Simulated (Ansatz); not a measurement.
Species: sum formula H4Si2OCl2, charge 0, multiplicity 1. SMILES: Cl[SiH](Cl)O[SiH3]
Geometry from a B3LYP-D3(BJ)/def2-TZVP (Ansatz, a program for electronic structure) optimisation:
```
O
Si 1 1.6098
Si 1 1.6526 2 146.99
H 2 1.4623 1 109.98 3 179.84
H 3 1.4760 1 107.23 2 179.37
H 3 1.4779 5 110.35 1 -119.12
H 3 1.4780 5 110.36 6 -121.74
Cl 2 2.0507 4 109.22 1 -120.76
Cl 2 2.0507 4 109.23 1 120.76
```

Property: atomisation energy (electronic, to ground-state atoms); the coupled-cluster value holds the core correlation from cc-pwCVTZ, in kcal/mol. Cores are frozen in the correlated levels unless marked. Open shells are spin-unrestricted. Spin-orbit coupling is left out. No relativistic terms. Basis-set limits of correlation are two-point, X^-3; Hartree-Fock from the larger set.

Level to compare with: CCSD(T)/CBS(aug-cc-pV(T+d)Z,aug-cc-pV(Q+d)Z) plus the core term (Ansatz), 741.2 kcal/mol. It is a level with limits of its own, and the differences hold the functionals' basis error too.

Rank these functionals by how close they come to CCSD(T)/CBS(aug-cc-pV(T+d)Z,aug-cc-pV(Q+d)Z), closest first: HSE06/def2-TZVPD (Ansatz); SVWN5/def2-TZVPD (Ansatz); B97M-V/def2-TZVPD (Ansatz).

B97M-V/def2-TZVPD (meta-GGA with VV10, 738.4 kcal/mol, difference -2.8), HSE06/def2-TZVPD (screened hybrid, 718.6 kcal/mol, difference -22.6), SVWN5/def2-TZVPD (LDA, 818.9 kcal/mol, difference 77.7)
